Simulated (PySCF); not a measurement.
C₅H₆F₃Si (doublet state).
Structure used (GFN2-xTB), in Å, numbered top down from 1:
```
atom  x, y, z in Å
F1     2.858   -0.833   -0.410
C2     2.217    0.313   -0.079
F3     2.732    0.696    1.122
C4     0.726    0.130    0.014
C5     0.121   -1.089   -0.185
C6    -1.361   -1.120   -0.103
Si7   -1.854    0.632    0.483
F8    -2.866    1.334   -0.567
C9    -0.094    1.211    0.326
H10    2.506    1.082   -0.815
H11    0.682   -1.984   -0.400
H12   -1.681   -1.938    0.543
H13   -1.772   -1.347   -1.090
H14   -2.541    0.733    1.758
H15    0.324    2.187    0.496
```

The hyperfine couplings belong to this conformer and change with its torsions.

As a line formula: `FC(F)C1=CC[Si@H](F)[CH]1` [radical].

Theory: UKS B3LYP, pcH-1 on C F H Si, non-relativistic, mean-field spin-orbit, GIAO (PySCF). The structure is a single GFN2-xTB conformer in the gas phase; no vibrational or solvent corrections. The geometry wasn't refined by DFT: couplings that depend on bond lengths, twists or pyramidal angles can differ widely from those at the functional's own minimum. Stability of the SCF solution: not tested. ⟨S²⟩ is 0.773 where a pure state has 0.75.

Largest spin populations (Mulliken): C9 (+0.67), C5 (+0.61) and C4 (-0.24). The positive populations add up to 1.35 and the negative ones to -0.35, together 2S = 1. The angles at C9 add up to 359.9°, so it is planar.

(1) McConnell's relation a(H) = Q·ρ ties the coupling of a proton on a planar π carbon to the spin population of that carbon. What Q do the computed values give?

(2) List the C–H protons on four-coordinate carbons next to a three-coordinate spin centre, with their couplings and θ (C–H bond against the normal to the plane of the centre's neighbours, projected along the bond that joins the two).

Answers

(1) 
```tsv
H	C	ρ(C)	a(H) (G)	a/ρ (G)
H11	C5	+0.612	-14.25	-23.3
H15	C9	+0.670	-13.86	-20.7
```

A least-squares line through the origin gives Q = -21.9 G with Mulliken populations. In every row coupling and population have opposite signs.

(2) 
```json
{"β H": "H12", "on": "C6", "centre": "C5", "θ (°)": "41", "cos²θ": "0.57", "a (G)": "+11.89"}
{"β H": "H13", "on": "C6", "centre": "C5", "θ (°)": "23", "cos²θ": "0.84", "a (G)": "+19.30"}
```

Couplings in gauss use g_iso = 2.0025.
